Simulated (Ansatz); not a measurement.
The cluster Ca₂S₂. Total charge 0; triplet. Geometry r2SCAN-D4/def2-TZVP; atoms count from 1.

```xyz
4

Ca    1.2385   -1.0142   -1.0881
Ca   -1.5517    1.0111    0.5623
S    -0.5709   -1.3605    0.7044
S     0.8842    1.3636   -0.1786
```

At PBE0-D4/def2-TZVP a singlet of charge 0 lies 2.12 eV below the triplet, each at its own geometry. The structure comes from a short search, and lower isomers may exist.

Question: Estimate the Mulliken populations from the PBE0/def2-TZVP orbitals of Ansatz.

Answer: 
```tsv
atom	charge (e)	spin (α − β)
Ca1	0.76	0.49
Ca2	0.76	0.49
S3	-0.76	0.51
S4	-0.76	0.51
```
Mulliken values and Mayer orders depend strongly on the basis.

Question: Where does the spin sit?

Answer: Summed by element: Ca 0.97, S 1.03, of 2 unpaired in all. Largest on single atoms: S3 0.51, S4 0.51, Ca1 0.49.

Question: And the Mayer bond orders between bonded heavy atoms (over 0.3)?

Answer: Ca1–Ca2 0.50 (3.82 Å); Ca1–S3 0.65 (2.57 Å); Ca1–S4 0.65 (2.57 Å); Ca2–S3 0.65 (2.57 Å); Ca2–S4 0.65 (2.57 Å). Values over 0.3 also appear between atoms too far apart for a bond (S3–S4 0.37 at 3.21 Å); they arise where an orbital or an unpaired electron spreads over both atoms.
